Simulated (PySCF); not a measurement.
BFCl2, SMILES FB(Cl)Cl. Geometry optimised at ωB97X-D3(BJ)/def2-SVP.

**Question.** Give the equilibrium geometry at ωB97X-D3(BJ)/def2-SVP (PySCF confirms it by a frequency run) as Cartesian coordinates in Å, and its point group. (An estimate is asked for; the answer gives what the named calculation found.)

**Answer.** point group C2v.
```xyz
4

B      0.0000     0.0000    -0.3582
F      0.0000     0.0000    -1.6737
Cl     0.0000    -1.5206     0.4957
Cl     0.0000     1.5206     0.4957
```
Charge 0, spin multiplicity 1.
